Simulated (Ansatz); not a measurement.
Pulling on the B1–H3 bond in aminoborane (SMILES BN) (multiplicity 1 held, fragments rigid). Energies count from the point at 1.193 Å.
Geometry at that point (charge 0, multiplicity 1):
```
atom    x (Å)    y (Å)    z (Å)
----  -------  -------  -------
B     -0.7760   0.0448  -0.0030
N      0.6093  -0.0352   0.0024
H     -1.4138  -0.9629  -0.0311
H     -1.2939   1.1191   0.0205
H      1.2097   0.7728   0.0253
H      1.1130  -0.9068  -0.0162
```

R- and RO- levels are restricted; in cc, def2 and unpolarised 6-31G sets they are followed outwards from rest. Active spaces are followed from a long bond inwards. Levels need not reach the same state.

Correlated levels freeze the cores.

Run with Ansatz (a program for electronic structure) with Gaussian orbitals. Values without a source in brackets are computed.

Energies in kcal/mol.

| R (Å) | R-MP2/cc-pVTZ | R-CCSD/cc-pVTZ | CASSCF(2,2)/cc-pVTZ | FIC-MRCISD+Q on CASSCF(2,2)/cc-pVTZ |
|---|---|---|---|---|
| 0.954 | 23.8 | 24.1 | 26.6 | 24.1 |
| 1.074 | 4.7 | 4.8 | 6.1 | 4.9 |
| 1.193 | 0.0 | 0.0 | 0.0 | 0.0 |
| 1.312 | 3.4 | 3.2 | 1.9 | 3.1 |
| 1.431 | 11.2 | 10.6 | 8.2 | 10.5 |
| 1.610 | 26.7 | 25.4 | 21.3 | 25.1 |
| 1.789 | 43.5 | 41.2 | 35.4 | 40.6 |
| 2.088 | 70.0 | 65.5 | 56.8 | 64.1 |
| 2.386 | 92.5 | 84.9 | 73.3 | 82.4 |
| 2.744 | 113.7 | 101.2 | 86.2 | 96.8 |
| 3.221 | 133.4 | 113.3 | 94.4 | 106.2 |
| 3.817 | 146.5 | 119.2 | 97.5 | 109.9 |

Doubts at one or more of the structures used: a restricted determinant that unrestricted orbitals would lower (R-MP2/cc-pVTZ, R-CCSD/cc-pVTZ); other coupled-cluster roots lie near (R-CCSD/cc-pVTZ); T1 above 0.05 (R-CCSD/cc-pVTZ).
